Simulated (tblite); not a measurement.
Species: C6H9OP.
Structure used (GFN2-xTB), in Å, numbered top down from 1:
```
atom  x, y, z in Å
C1     3.0963    0.0477    0.3901
O2     1.9135    0.8046    0.3064
C3     0.7693    0.1299    0.0511
C4     0.5916   -1.2011   -0.1157
P5    -1.1096   -1.5706   -0.5686
C6    -1.5554    0.1747   -0.2720
C7    -2.9496    0.6875   -0.3981
C8    -0.4533    0.9041   -0.0275
H9     3.3068   -0.4627   -0.5554
H10    3.0367   -0.6951    1.1920
H11    3.8942    0.7550    0.6083
H12    1.3626   -1.9504   -0.1289
H13   -1.5501   -2.0208    0.6816
H14   -3.3362    0.4877   -1.3970
H15   -3.6076    0.1906    0.3144
H16   -2.9808    1.7599   -0.2167
H17   -0.4353    1.9706    0.1261
```

All values are computed: GFN2-xTB (tblite) harmonic vibrations without scaling, gas phase. Against measured fundamentals such values can be off by several per cent, at times by over 20. Modes of hydrogen on phosphorus can be 10 to 20 % off. One conformer, not necessarily the lowest.

Harmonic wavenumbers (cm⁻¹): 60.8, 94.7, 178.1, 197.9, 217.0, 240.8, 280.2, 354.0, 427.9, 474.1, 570.1, 585.5, 654.7, 685.2, 747.7, 777.7, 848.4, 856.4, 946.9, 1002.4, 1023.9, 1052.9, 1124.5, 1134.5, 1138.1, 1170.3, 1203.2, 1327.9, 1397.2, 1400.7, 1465.8, 1468.8, 1474.3, 1482.0, 1554.4, 1627.5, 2232.1, 2932.1, 2948.3, 2997.6, 3012.7, 3029.4, 3031.2, 3102.5, 3119.4.

A = 3729, B = 1120, C = 876.7 MHz; mass 128.039 u (most abundant isotopes); point group C1, symmetry number 1.

Problem. Zero-point energy?

Solution. ½Σν̃ = 28826 cm⁻¹ = 344.84 kJ/mol.

Problem. What is S at 273.15 K and 1 bar for an ideal gas of classical rigid rotors and harmonic oscillators?

Solution. Translation 167.55, rotation 119.67, vibration 89.97: S = 377.2 J/(mol K).

Problem. And Cp and H(273.15 K) − H(0)?

Solution. Cp = 137.34 J/(mol K), of which vibrations give 104.08 (their classical limit is 45 R = 374.2); H(273.15 K) − H(0) = 22.87 kJ/mol without the zero-point energy, 13.78 from vibrations.

Problem. How do the functions run with temperature in this model?

Solution. 
```tsv
T (K)	S (J/(mol K))	Cp (J/(mol K))	H − H(0) (kJ/mol)	G − H(0) (kJ/mol)	ln q(vib)
100	278.3	70.1	4.88	-22.95	1.08
200	339.1	109.0	13.86	-53.95	3.14
300	390.6	147.8	26.69	-90.47	5.35
500	482.9	216.1	63.42	-178.01	9.86
800	600.1	281.8	139.01	-341.06	16.43
1000	666.2	310.1	198.36	-467.82	20.53
```

q(vib) and H(0) count from the zero-point level.

Problem. What must be added to the electronic energy to get the Gibbs energy at 273.15 K and 1 bar?

Solution. ZPE + [H(273.15 K) − H(0)] − T·S = 344.84 + 22.87 − 103.03 = 264.68 kJ/mol.

Hindered rotation and anharmonicity are outside this model. Other conformers, if any are populated, would add a mixing term that is left out. The structure is chiral; the term R ln 2 for an equal mix with its mirror image is left out.
